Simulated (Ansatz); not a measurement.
Si(iPr)Cl3 (C₃H₇Cl₃Si), relaxed as a singlet with RKS PBE-D4/def2-SVP in Ansatz, starting from the GFN2-xTB geometry. Force threshold 0.02 eV/Å.

Start:

```xyz
14

Si    0.909   -0.024   -1.410
C     0.135    0.336    0.309
C     0.267   -0.860    1.254
C    -1.336    0.748    0.194
H     0.677    1.175    0.759
H     1.310   -1.139    1.390
H    -0.270   -1.720    0.862
H    -0.150   -0.613    2.228
H    -1.735    0.982    1.178
H    -1.449    1.625   -0.439
H    -1.927   -0.061   -0.230
Cl    2.847   -0.570   -1.201
Cl    0.823    1.637   -2.566
Cl   -0.100   -1.516   -2.328
```

(1) Estimate the energy that the relaxation releases and the steps that it takes.

(2) Does the start keep its bonding and symmetry?

(3) Predict the relaxed structure.

Answers

(1) 0.16 eV, in 4 steps; 9 s on 2 threads of AMD EPYC 7R13 on a shared host. No frequencies were taken in this run, so the end may be a saddle point.

(2) By distances, no bond broke or formed. The bond that changes most is Si1–Cl14, from 2.02 to 2.07 Å (atoms count from 1).

(3) 
```csv
atom,x (Å),y (Å),z (Å)
Si1,0.8901,-0.0111,-1.3634
C2,0.1200,0.3285,0.3233
C3,0.2865,-0.8803,1.2585
C4,-1.3464,0.7672,0.1749
H5,0.7175,1.1820,0.7196
H6,1.3507,-1.1641,1.3822
H7,-0.2584,-1.7646,0.8674
H8,-0.1252,-0.6498,2.2635
H9,-1.7752,1.0213,1.1670
H10,-1.4485,1.6566,-0.4788
H11,-1.9630,-0.0469,-0.2595
Cl12,2.8785,-0.5643,-1.1728
Cl13,0.7990,1.6747,-2.5659
Cl14,-0.1254,-1.5492,-2.3160
```
Bond lengths: 3 × Cl–Si 2.07 Å; 2 × C–C 1.54 Å; 1 × C–Si 1.88 Å; 7 × C–H 1.11 Å.
